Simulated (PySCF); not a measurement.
# Excitation energy of B by level of theory

B [He] 2s2 2p1 (2P) → B [He] 2s1 2p1 3s1 (4P), as a difference of total energies. Calculation: PySCF 2.14, in aug-cc-pV5Z; no relativity, point nucleus. Correlated levels: valence: 1s2 frozen. The calculations carry no spin-orbit coupling.

```tsv
method	excitation energy (cm⁻¹)
UHF	64665
LDA	74542
PBE	73818
PBE0	73662
r2SCAN	72973
MN15	76590
wB97X-V	76544
HSE06	73581
MP2 (valence)	73905
SCS-MP2 (valence)	76277
```

The upper state lies above the first ionisation limit, but in LS coupling its spin forbids autoionisation to the ground ion. A Rydberg-like electron needs more diffuse functions than a valence basis has.

The promoted electron is Rydberg-like, and one or two diffuse shells describe it only roughly, which tends to raise the upper state.
